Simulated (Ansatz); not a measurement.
Computed with Ansatz on PBE0-D4/def2-TZVP structures; ΔE is electronic, products minus reactants. CCSD(T)/CBS is the MP2 limit (def2-TZVPP, def2-QZVPP) plus CCSD(T) − MP2 in def2-TZVPP, frozen cores. This one scheme is used for every species. DFT in def2-TZVPP. Elements past krypton have def2 core potentials. For Sn outer-core shells are correlated without core-valence functions, which leaves a few kJ/mol of doubt a bond. One conformer a species, not always the lowest.

`C[O][Sn][OH]` + H₂S → `[OH][Sn][SH]` + CH₃OH  (ligand exchange at the Sn–O bond)

(1) Is it downhill or uphill in electronic energy at CCSD(T)/CBS, and by how much? (Estimate.)

(2) What do these levels give: B97M-V, PBE, revPBE, r2SCANh, SCS-MP2/def2-TZVPP, CCSD/def2-TZVPP? (Estimate.)

Largest T1 diagnostic among the species: 0.017.

Results:

(1) The calculation gave: Downhill: ΔE = -5.9 kcal/mol.

(2) Ansatz gave: B97M-V -5.7, PBE -7.6, revPBE -8.2, r2SCANh -7.2, SCS-MP2/def2-TZVPP -5.2, CCSD/def2-TZVPP -5.7 kcal/mol.

In def2-TZVPP, CCSD(T) changes the Hartree–Fock value by +2.4 kcal/mol (the triples alone add +0.2 kcal/mol) and MP2 by +2.1 kcal/mol. At CCSD(T), def2-SVP lies +1.5 kcal/mol from the extrapolated value and def2-TZVPP +0.4 kcal/mol. From r2SCAN to r2SCAN0 (25 % exact exchange), in def2-TZVPP and without D4, ΔE moves by −1.3 kcal/mol.
